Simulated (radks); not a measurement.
Spin polarisation of the 6s1 shell in the lead ion Pb3+. Start: [Xe] 4f14 5d10 6s(up 0.5, down 0.5); electrons of 6s are moved from spin down to spin up, other shells keep equal spins. Calculated with a radial shooting solver on a logarithmic mesh with Libxc functionals: scalar-relativistic Kohn-Sham, LDA (Slater exchange, Perdew-Wang correlation), spin-polarised, spherical densities, finite nucleus; Fermi nuclear charge, rms radius of each element as measured or else 0.836 A^(1/3) + 0.57 fm.

moment (Bohr magnetons) = 0: E - E(0) (eV) 0.000; e(6s up) (eV) -37.963; e(6s down) (eV) -37.963; 5d down minus up (eV) 0.000
moment (Bohr magnetons) = 0.25: E - E(0) (eV) -0.014; e(6s up) (eV) -38.070; e(6s down) (eV) -37.851; 5d down minus up (eV) 0.084
moment (Bohr magnetons) = 0.5: E - E(0) (eV) -0.055; e(6s up) (eV) -38.172; e(6s down) (eV) -37.733; 5d down minus up (eV) 0.169
moment (Bohr magnetons) = 0.75: E - E(0) (eV) -0.124; e(6s up) (eV) -38.270; e(6s down) (eV) -37.607; 5d down minus up (eV) 0.254
moment (Bohr magnetons) = 1: E - E(0) (eV) -0.221; e(6s up) (eV) -38.363; e(6s down) (eV) -37.473; 5d down minus up (eV) 0.340

At moment 1 the spin-polarisation energy is -0.221 eV and the 6s exchange splitting 0.891 eV, that is 0.891 eV per Bohr magneton; E = -I m^2/4 would give I = 0.883 eV.
